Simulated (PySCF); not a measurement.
Sn(Cl)2(Br)(NH2) (BrCl2H2NSn), SMILES [NH2][Sn]([Cl])([Cl])[Br].

Geometry optimised at r2SCAN-D4/def2-SVP. The def2 effective core potentials stand for the cores of Sn; spin–orbit coupling is left out. One conformer was computed; it need not be the lowest.

Computed with PySCF with C-PCM-PBE0/def2-SVP.

The values are the electrostatic part of the solvation free energy, E(continuum) − E(gas) at the gas-phase geometry, in a cavity of scaled van der Waals radii (PySCF's table); cavitation and dispersion terms are not included. A continuum can't describe solvent molecules that bind to the metal. In vacuum the orbital gap is 5.68 eV. The dipole moment in vacuum is 2.91 D.

Problem. Estimate the values in water (ε = 78.36), chlorobenzene (ε = 5.70), 2-propanol (ε = 19.26). (An estimate is asked for; the answer gives what the named calculation found.)

Solution. 
```
solvent            ε  ΔG(elec) (kcal/mol)  dipole (D)  gap (eV)
-------------  -----  -------------------  ----------  --------
water          78.36                 -6.6        3.82      5.51
chlorobenzene   5.70                 -5.3        3.64      5.55
2-propanol     19.26                 -6.3        3.78      5.52
```
